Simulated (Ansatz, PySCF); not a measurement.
VOCl₃, SMILES [O]=[V]([Cl])([Cl])[Cl], multiplicity 1. Atoms are numbered in the order given.

```xyz
5

V      0.0000     0.0000    -0.2605
O      0.0000     0.0000    -1.8189
Cl     1.7683     1.0210     0.4028
Cl    -1.7683     1.0210     0.4028
Cl     0.0000    -2.0419     0.4028
```
Charge 0, spin multiplicity 1.

Geometry: PBE-D3(BJ)/def2-SVP. The spin state was assumed, not searched.

Vertical ionisation energy (IE) and electron affinity (EA) in eV. Rows of orbital energies are one-electron estimates. Where ΔSCF, EOM or ADC give a negative EA the extra electron is unbound and the value depends on the basis.

```json
[
 {"level": "−ε(HOMO), −ε(LUMO), HF/def2-TZVP (PySCF)", "IE": "?", "EA": "?"},
 {"level": "−ε(HOMO), −ε(LUMO), PBE/def2-TZVP (PySCF)", "IE": "8.30", "EA": "5.23"},
 {"level": "ΔSCF, PBE0/def2-TZVPD (Ansatz), final states of multiplicity 2 and 2", "IE": "11.63", "EA": "3.23"},
 {"level": "ΔSCF, PBE/def2-TZVPD (Ansatz), final states of multiplicity 2 and 2", "IE": "11.15", "EA": "2.40"}
]
```

What belongs in the gaps? (An estimate is asked for; the answer gives what the named calculation found.)


- −ε(HOMO), −ε(LUMO), HF/def2-TZVP (PySCF), IE: 12.90
- −ε(HOMO), −ε(LUMO), HF/def2-TZVP (PySCF), EA: 0.80

What vertical singlet–triplet gap does ΔSCF give with PBE0/def2-TZVPD (Ansatz, a first-principles code) and with PBE/def2-TZVPD (Ansatz)? (Estimate from the structure and the level; the computed values follow.)

2.88 and 3.15 eV (triplet above singlet where positive).
